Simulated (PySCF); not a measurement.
An unknown is described by computed data only.

Formula: C6H7NO2S.

| Item | Value |
| --- | --- |
| Valence photoelectron | vertical ionisation energy: 10.03 eV [ΔSCF wB97X-D/def2-SVPD] |
| NMR, other nuclei | isotropic shieldings of nuclei other than C and H, by class: -113 (1 N), 126 (2 O), 206 (1 S) ppm [GIAO PBE0/pcSseg-1] |
| Dipole | 3.87 D [wB97X-D/def2-SVPD] |
| 1H NMR | chemical shifts (computed TMS as zero) by class: 9.06 (2 H), 7.76 (2 H), 2.63 (3 H) ppm [GIAO PBE0/pcSseg-1] |
| Polarisability | 100.1 au [wB97X-D/def2-SVPD] |
| UV, first state | lowest singlet excitation: 4.66 eV (266 nm, f = 0.004) [TDDFT wB97X-D/def2-SVPD] |
| 13C NMR | chemical shifts (computed TMS as zero) by class: 157.0 (2 C), 155.9 (1 C), 125.9 (2 C), 48.8 (1 C) ppm [GIAO PBE0/pcSseg-1] |
| Triplet | lowest triplet excitation (Tamm–Dancoff): 4.02 eV [TDA wB97X-D/def2-SVPD] |
| Rotational structure | rotational constants A, B, C: 2.583, 0.820, 0.725 GHz [PBE0-D3(BJ)/def2-SVP] |
| UV, strongest line | among the 10 lowest singlet transitions: S8 at 7.20 eV (172 nm, f = 0.720) [TDDFT wB97X-D/def2-SVPD] |

Gas-phase values; electronic properties from PySCF, density fitting. Levels stand in brackets. Geometry: PBE0-D3(BJ)/def2-SVP, one conformer, isolated molecule. NMR values are class means; diastereotopic atoms form classes of their own.

Question: What is the compound? Reason from the data.

Answer: Numbering: `[CH3:1][S:2](=[O:3])(=[O:4])[c:5]1[cH:6][cH:7][n:8][cH:9][cH:10]1`. 6 carbons fall into 4 classes; from least to most shielded: aromatic CH next to a ring nitrogen [C7/C9] (157.0 ppm, 2 C), substituted aromatic carbon [C5] (155.9 ppm), aromatic CH carbon [C6/C10] (125.9 ppm, 2 C), S-methyl carbon [C1] (48.8 ppm). Hydrogen classes from least to most shielded: 2 H on 2 like atoms (aromatic CH next to a ring nitrogen), C7/C9 (9.06 ppm), 2 H on 2 aromatic CH carbons, C6/C10 (7.76 ppm), 3 H on an S-methyl carbon, C1 (2.63 ppm, a mean of values up to 0.6 ppm apart in this geometry). The other shieldings belong to: -113 ppm, pyridine-type nitrogen [N8]; 126 ppm, sulfonyl oxygen [O3/O4]; 206 ppm, sulfonyl sulfur [S2]. The first electron is taken from the HOMO, whose largest Löwdin shares are 0.51 on the pyridine-type nitrogen and 0.10 on each of 2 atoms of one kind (aromatic CH next to a ring nitrogen). By its constants the optimised geometry is an asymmetric top. Structure: `CS(=O)(=O)c1ccncc1`. The assignments are read from this structure; whether some other isomer fits the data as well wasn't checked.

Conformer computed: `[CH3:1][S:2](=[O:3])(=[O:4])[c:5]1[cH:6][cH:7][n:8][cH:9][cH:10]1`: C1–S2–C5–C6 92°.
